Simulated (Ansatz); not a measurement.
`C/C=[C](\N)[AlH2]`. The species carries charge 0 and has multiplicity 1. All single points use the PBE0-D4/def2-TZVP geometry. It is one conformer, not always the lowest.

```xyz
13

C     0.449    1.141    1.515
C    -0.062    0.823    0.147
C    -0.045   -0.415   -0.399
N     0.504   -1.496    0.269
Al   -0.789   -0.492   -2.186
H    -0.053    0.541    2.286
H     1.522    0.929    1.601
H     0.297    2.189    1.771
H    -0.458    1.639   -0.449
H     0.231   -2.413   -0.038
H     0.605   -1.428    1.270
H    -0.945   -1.887   -2.939
H    -1.256    0.869   -2.849
```

Problem. What is the dipole moment at PBE/def2-TZVPP? (Estimate.)

Solution. Ansatz gave: 1.83 D, with components (0.14, -0.82, 1.63) D in this frame, pointing from negative to positive charge.

Problem. And with r2SCAN, B3LYP, ωB97M-V? (An estimate is asked.)

Solution. Ansatz gave: r2SCAN 1.80 D, B3LYP 1.68 D, ωB97M-V 1.60 D.

Problem. Give the Mulliken charges with PBE, ωB97M-V, B3LYP in def2-TZVPP. (An estimate is asked.)

Solution. Computed: 
| atom | PBE | ωB97M-V | B3LYP |
| --- | --- | --- | --- |
| C1 | -0.28 | -0.37 | -0.28 |
| C2 | -0.15 | -0.14 | -0.16 |
| C3 | -0.04 | -0.06 | -0.03 |
| N4 | -0.29 | -0.27 | -0.30 |
| Al5 | 0.32 | 0.38 | 0.40 |
| H6 | 0.08 | 0.10 | 0.08 |
| H7 | 0.10 | 0.13 | 0.10 |
| H8 | 0.09 | 0.10 | 0.09 |
| H9 | 0.11 | 0.11 | 0.12 |
| H10 | 0.17 | 0.13 | 0.15 |
| H11 | 0.14 | 0.12 | 0.14 |
| H12 | -0.13 | -0.12 | -0.15 |
| H13 | -0.12 | -0.11 | -0.14 |

B3LYP here is the variant with VWN-RPA as its local correlation; programs differ in this.
